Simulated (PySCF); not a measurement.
## C₄H₁₀O₂S: calculation and literature

Molfile (atoms numbered from 1):
```
C4H10O2S
     RDKit          3D

 17 16  0  0  0  0  0  0  0  0999 V2000
   -2.2807    0.4576    0.3122 C   0  0  0  0  0  0  0  0  0  0  0  0
   -1.4529   -0.6089   -0.3844 C   0  0  0  0  0  0  0  0  0  0  0  0
   -0.0384   -0.1759   -0.7467 C   0  0  0  0  0  0  0  0  0  0  0  0
    1.0096   -0.0187    0.6910 S   0  0  0  0  0  6  0  0  0  0  0  0
    2.6269    0.1629   -0.0100 C   0  0  0  0  0  0  0  0  0  0  0  0
    0.9740   -1.2678    1.4049 O   0  0  0  0  0  0  0  0  0  0  0  0
    0.6943    1.2051    1.3791 O   0  0  0  0  0  0  0  0  0  0  0  0
   -3.2932    0.0920    0.4935 H   0  0  0  0  0  0  0  0  0  0  0  0
   -1.8438    0.7446    1.2687 H   0  0  0  0  0  0  0  0  0  0  0  0
   -2.3551    1.3600   -0.3005 H   0  0  0  0  0  0  0  0  0  0  0  0
   -1.9417   -0.9051   -1.3177 H   0  0  0  0  0  0  0  0  0  0  0  0
   -1.3914   -1.5097    0.2321 H   0  0  0  0  0  0  0  0  0  0  0  0
    0.4437   -0.9242   -1.3807 H   0  0  0  0  0  0  0  0  0  0  0  0
   -0.0215    0.7909   -1.2562 H   0  0  0  0  0  0  0  0  0  0  0  0
    2.6475    1.0391   -0.6569 H   0  0  0  0  0  0  0  0  0  0  0  0
    2.8957   -0.7421   -0.5527 H   0  0  0  0  0  0  0  0  0  0  0  0
    3.2980    0.3084    0.8367 H   0  0  0  0  0  0  0  0  0  0  0  0
  1  2  1  0
  2  3  1  0
  3  4  1  0
  4  5  1  0
  4  6  2  0
  4  7  2  0
  1  8  1  0
  1  9  1  0
  1 10  1  0
  2 11  1  0
  2 12  1  0
  3 13  1  0
  3 14  1  0
  5 15  1  0
  5 16  1  0
  5 17  1  0
M  END
```

What is known from experiment: δ $^{13}$C C3 56.3; C2 16.3; C1 13.0 ppm (measured; solution, not stated per compound (mostly CDCl3 or CCl4); Pretsch, Buehlmann, Badertscher, Structure Determination of Organic Compounds, 4th ed. (2009)).

- shielding tensors at B97-2/pcSseg-2 (GIAO)
- geometry from PBE0-D3(BJ)/def2-TZVP
- run in PySCF
- no solvent model, equivalent nuclei averaged, non-relativistic Hamiltonian, one computed conformer

Question: How close does the calculation come?

Answer: 
Reference values: measured (solution, not stated per compound (mostly CDCl3 or CCl4); Pretsch, Buehlmann, Badertscher, Structure Determination of Organic Compounds, 4th ed. (2009)).
```
atoms    quantity  reference  computed  computed, scaled
   C3  δ $^{13}$C       56.3      58.2              54.1
   C2  δ $^{13}$C       16.3      20.0              17.2
   C1  δ $^{13}$C       13.0      15.8              13.2
```

Computed shifts are σ(ref) − σ with the named reference compound (TMS for H and C) calculated as an isolated molecule at the same level. The measured values may be among those fitted. Scaled to experiment by linear calibration (H and C: mostly CDCl3 data, vs TMS): $^{13}$C (scatter 2.0 ppm rms, 2.1 ppm with the 1 outlier that the fit left out). A few per cent of atoms miss by over 2 rms, more outside the fitted compound classes.

Question: How far are the unscaled $^{13}$C shifts from the references?

Answer: Mean signed difference +2.80 ppm, mean absolute 2.80 ppm over 3 comparisons; the largest is +3.7 ppm at C2 (sp3 CH2).
